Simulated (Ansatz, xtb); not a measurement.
Isomers of C4H4B2F2 in order of energy

3 gas-phase structures of C4H4B2F2, from a drawn sample of its isomers (lower ones may exist). Each was relaxed with GFN2-xTB:

A. `B/C=C\C#CB(F)F`, a singlet
B. `FB1C=CBC=C1F`, a singlet
C. `FB1C=CBC(F)=C1`, a singlet

Q: Make a reasoned guess at their ranking by r2SCAN-D4/def2-SVP single-point energy.

A: Calculated order at r2SCAN-D4/def2-SVP: A (0.000), C (0.001), B (0.040) eV. Less than 1 kcal/mol parts A and C; C and B, so the order within those pairs means little.

Energies above the lowest of each column, in eV; the last columns are at PBE0-D3(BJ)/def2-SVP geometries:

| structure | GFN2-xTB | HF/STO-3G | r2SCAN-D4/def2-SVP | PBE0-D3(BJ)/def2-SVP | CCSD(T)/def2-SVP + ΔMP2/def2-TZVPP |
| --- | --- | --- | --- | --- | --- |
| A | 0.000 | 0.565 | 0.000 | 0.096 | 0.000 |
| C | 0.550 | 0.001 | 0.001 | 0.000 | 0.257 |
| B | 0.635 | 0.000 | 0.040 | 0.030 | 0.302 |

CCSD(T)/def2-SVP + ΔMP2/def2-TZVPP puts A lowest; HF/STO-3G picks B, PBE0-D3(BJ)/def2-SVP picks C. Flexible structures stand in one conformer each, not always the lowest. B keeps a small imaginary mode. ΔMP2 is the change of the MP2 energy from the smaller to the larger basis.

Programs: Ansatz 0.2.0, xtb 6.7.1.
